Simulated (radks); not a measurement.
Ionisation of neutral niobium, [Kr] 4d4 5s1, to [Kr] 4d4 as the strength of local exchange is varied. Calculated with a radial shooting solver on a logarithmic mesh with Libxc functionals: Dirac Kohn-Sham, Slater X-alpha exchange (alpha = 2/3 is LDA exchange), no correlation, spin-unpolarised, spherical densities, finite nucleus; open shells are shared between the two j in proportion to 2j + 1; Fermi nuclear charge, rms radius 4.324 fm.

alpha  E(Nb) (hartree)  exchange (hartree)  IE (eV)  -e of the level emptied (eV)  <r> of it (bohr)
0.667      -3812.28074          -110.96097    6.059                 3.385 (5s1/2)             3.776
0.679      -3814.27756          -113.01612    6.109                 3.429 (5s1/2)             3.766
0.698      -3817.44132          -116.27433    6.189                 3.499 (5s1/2)             3.749
0.756      -3827.11522          -126.25254    6.436                 3.721 (5s1/2)             3.697
0.842      -3841.50395          -141.13657    6.815                 4.067 (5s1/2)             3.621
0.876      -3847.20721          -147.05015    6.969                 4.210 (5s1/2)             3.590
0.928      -3855.94595          -156.12637    7.208                 4.434 (5s1/2)             3.545
0.957      -3860.82792          -161.20486    7.344                 4.561 (5s1/2)             3.519

NIST Atomic Spectra Database: 6.759 eV (measured). The Delta-SCF value meets it near alpha = 0.83. Spin polarisation and multiplet splitting are left out, so open shells lie too high by an amount that depends on their filling. Sharing an open shell by 2j + 1 raises it above the true ground level by a part of the spin-orbit splitting, which enters the differences from NIST.

Beside tabulated values, note that spin-unpolarised runs miss the spin-polarisation part of the exchange energy of open shells.
